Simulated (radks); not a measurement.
The numbers below are computed, except where a source is named.
Task: Radial electron density D(r) = 4 pi r^2 rho(r) of an atom or ion with 10 electrons. Code: a radial shooting solver on a logarithmic mesh with Libxc functionals. Model: Dirac Kohn-Sham, PBE, spin-unpolarised, spherical densities, point nucleus.

r (bohr),D(r) (e/bohr)
0.009457,0.5865
0.01049,0.7069
0.01164,0.8500
0.01302,1.034
0.01445,1.236
0.01604,1.474
0.01779,1.751
0.01974,2.072
0.02191,2.442
0.0245,2.899
0.02719,3.382
0.03017,3.921
0.03347,4.518
0.03714,5.168
0.04121,5.866
0.0461,6.657
0.05115,7.412
0.05676,8.165
0.06298,8.889
0.06988,9.552
0.07816,10.16
0.08673,10.58
0.09623,10.83
0.1068,10.89
0.1185,10.72
0.1315,10.34
0.1471,9.712
0.1632,8.961
0.1811,8.115
0.2009,7.252
0.2229,6.458
0.2473,5.816
0.2767,5.373
0.307,5.234
0.3406,5.364
0.378,5.724
0.4194,6.242
0.4691,6.864
0.5205,7.387
0.5775,7.755
0.6408,7.894
0.7111,7.763
0.789,7.361
0.8825,6.667
0.9792,5.845
1.087,4.931
1.206,4.002
1.338,3.123
1.484,2.342
1.66,1.642
1.842,1.131
2.044,0.7473
2.268,0.4724
2.517,0.2849
2.793,0.1633
3.124,0.08406
3.466,0.04239
3.846,0.01984

What is the nuclear charge?

Result: Z = 10. The innermost maximum, from 1s, lies near gamma/Z bohr with gamma = sqrt(1 - (Z/c)^2) = 0.997, here 0.0997 bohr (found: 0.104), and its height grows with Z. The density is that of neutral neon in [Ne]; the configuration itself is not fixed sharply by these data. D(r) has 2 maxima, at r = 0.104, 0.641 bohr, and minima at 0.307 bohr, inside which lie 2.21 electrons.
